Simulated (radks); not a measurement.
Problem. Successive ionisation energies (eV) of one element, from differences of total energies of ions in their ground configurations, starting at charge 0: 3.831, 23.397, 33.242, 43.486, 57.515, 69.133, 80.937, 107.59, 122.42, 212.02, 238.00, 264.63, 291.85, 319.60, 355.90, 385.67, 415.98, 446.81, 478.09, 596.32, 628.54, 660.57. Method: non-relativistic Kohn-Sham, PBE, spin-polarised, spherical densities, point nucleus; open shells are filled with parallel spins first (spin-orbit coupling, left out, can overturn this in heavy ions); relativity is left out, which matters for an element this heavy; computed with a radial shooting solver on a logarithmic mesh with Libxc functionals. Which element is it?

Solution. Caesium (Z = 55). The first species listed is Cs in [Xe] 6s1, the last Cs21+ in [Ar] 3d10 4s2 4p4.
